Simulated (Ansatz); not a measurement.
Sn₂₁AsH₂₈, a doped nanocrystal cut from the lattice of tin (As on an inner site). Total charge 0; doublet. Geometry r2SCAN-D4/def2-SVP, that of the charge +1 singlet; atoms count from 1.

Cartesian coordinates in Å:
```
Sn 2.868 3.894 -1.115
Sn -1.210 3.456 -3.370
Sn 3.064 3.284 3.487
Sn 4.571 0.115 0.621
Sn 0.782 -0.172 -1.557
Sn 2.890 -3.593 0.187
Sn 1.004 -0.797 2.908
Sn -0.897 -4.411 -2.091
Sn -1.021 2.841 1.217
Sn -5.023 2.398 -1.032
Sn -2.896 -1.293 0.732
Sn -3.076 -0.663 -3.854
Sn -0.716 -5.053 2.507
Sn 4.347 2.879 1.034
Sn 0.378 2.596 -1.210
Sn -3.630 2.050 -3.435
Sn 0.602 1.953 3.329
As 2.188 -1.055 0.537
Sn -1.575 -1.710 -1.715
Sn 0.650 -5.275 0.076
Sn -1.344 -2.340 2.824
Sn -3.454 1.438 1.089
H 2.616 5.577 -0.890
H 3.722 3.644 -2.583
H -0.314 3.221 -4.817
H -1.466 5.140 -3.153
H 2.808 4.963 3.729
H 4.010 2.653 4.771
H 5.233 -0.352 -0.894
H 5.336 -0.788 1.868
H 1.920 -0.543 -2.805
H 3.811 -3.494 -1.260
H 3.957 -3.824 1.515
H 2.250 -1.477 3.892
H -0.017 -4.602 -3.552
H -2.335 -5.346 -2.173
H -1.327 4.522 1.456
H -5.355 4.062 -0.771
H -6.503 1.529 -1.068
H -4.370 -2.189 0.670
H -2.179 -0.899 -5.300
H -4.518 -1.593 -3.947
H 0.268 -5.600 3.802
H -2.155 -5.984 2.443
H 5.975 3.442 1.042
H -4.572 2.632 -4.755
H -0.258 2.025 4.822
H 1.310 -6.847 -0.167
H -2.096 -2.035 4.346
H -4.250 1.621 2.608
```

In the def2 sets Sn takes a core potential; there is no spin–orbit coupling. Single mean-field runs in def2-TZVP are fitted with def2-universal-jkfit.

(1) Estimate the Mulliken populations of the heavy atoms from the PBE0/def2-TZVP orbitals of Ansatz.

(2) Where does the spin sit?

(3) And the Mayer bond orders between heavy atoms (over 0.3)?

Answers

(1) 
| atom | charge (e) | spin (α − β) |
| --- | --- | --- |
| Sn1 | 0.03 | 0.00 |
| Sn2 | 0.02 | 0.03 |
| Sn3 | 0.05 | 0.00 |
| Sn4 | 0.13 | 0.20 |
| Sn5 | 0.03 | 0.24 |
| Sn6 | 0.13 | 0.20 |
| Sn7 | 0.08 | 0.19 |
| Sn8 | 0.03 | 0.00 |
| Sn9 | 0.00 | 0.00 |
| Sn10 | 0.05 | 0.00 |
| Sn11 | 0.00 | 0.00 |
| Sn12 | 0.02 | 0.03 |
| Sn13 | 0.05 | 0.00 |
| Sn14 | 0.02 | 0.01 |
| Sn15 | 0.12 | 0.03 |
| Sn16 | 0.02 | 0.01 |
| Sn17 | 0.04 | 0.00 |
| As18 | -0.37 | -0.05 |
| Sn19 | 0.12 | 0.03 |
| Sn20 | 0.02 | 0.01 |
| Sn21 | 0.04 | 0.00 |
| Sn22 | 0.03 | 0.00 |
Mulliken values depend strongly on the basis.

(2) Summed by element: Sn 0.96, As -0.05, H 0.09, of 1 unpaired in all. Largest on single atoms: Sn5 0.24, Sn6 0.20, Sn4 0.20.

(3) Sn1–Sn14 0.86 (2.80 Å); Sn1–Sn15 0.81 (2.81 Å); Sn2–Sn15 0.81 (2.81 Å); Sn2–Sn16 0.86 (2.80 Å); Sn3–Sn14 0.87 (2.80 Å); Sn3–Sn17 0.85 (2.80 Å); Sn4–Sn14 0.84 (2.80 Å); Sn4–As18 0.77 (2.66 Å); Sn5–Sn15 0.83 (2.82 Å); Sn5–As18 0.68 (2.67 Å); Sn5–Sn19 0.83 (2.82 Å); Sn6–As18 0.77 (2.66 Å); Sn6–Sn20 0.84 (2.80 Å); Sn7–Sn17 0.84 (2.81 Å); Sn7–As18 0.77 (2.66 Å); Sn7–Sn21 0.84 (2.81 Å); Sn8–Sn19 0.81 (2.81 Å); Sn8–Sn20 0.86 (2.80 Å); Sn9–Sn15 0.83 (2.81 Å); Sn9–Sn17 0.84 (2.81 Å); Sn9–Sn22 0.84 (2.81 Å); Sn10–Sn16 0.87 (2.80 Å); Sn10–Sn22 0.85 (2.81 Å); Sn11–Sn19 0.83 (2.81 Å); Sn11–Sn21 0.84 (2.81 Å); Sn11–Sn22 0.84 (2.81 Å); Sn12–Sn16 0.86 (2.80 Å); Sn12–Sn19 0.81 (2.81 Å); Sn13–Sn20 0.87 (2.80 Å); Sn13–Sn21 0.85 (2.80 Å).
